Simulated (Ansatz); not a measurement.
Consider the cleavage of the Sn–Si bond: `FC[SiH2][SnH2][F]` + H₂S → `[F][SnH2][SH]` + `FC[SiH3]`.

Computed with Ansatz on PBE0-D4/def2-TZVP structures; ΔE is electronic, products minus reactants. CBS: MP2 limit from def2 TZ/QZ plus the TZ coupled-cluster correction, frozen cores. This one scheme is used for every species. DFT in def2-TZVPP. Elements past krypton have def2 core potentials. For Sn outer-core shells are correlated without core-valence functions, which leaves a few kJ/mol of doubt a bond. Each species was taken in one conformer, which may not be the lowest.

```json
{"level": "B2PLYP", "ΔE (kJ/mol)": "-44.7"}
{"level": "SCS-MP2/def2-QZVPP", "ΔE (kJ/mol)": "-47.7"}
```

(1) What does CCSD(T)/CBS give? (Best estimate.)

Largest T1 diagnostic among the species: 0.013.

Results:

(1) Computed: -41.9 kJ/mol. The listed levels differ from it by -2.8, -5.8 kJ/mol.

The D4 term adds +3.7 kJ/mol with B3LYP and +2.4 kJ/mol with PBE0; it sums over pairs of atoms, weighted by their polarisabilities, and B3LYP, whose exchange is more repulsive, gets the larger term. In def2-TZVPP, CCSD(T) changes the Hartree–Fock value by +13.2 kJ/mol (the triples alone add +0.0 kJ/mol) and MP2 by +8.5 kJ/mol.

B3LYP here is the variant with VWN-RPA as its local correlation; programs differ in this.
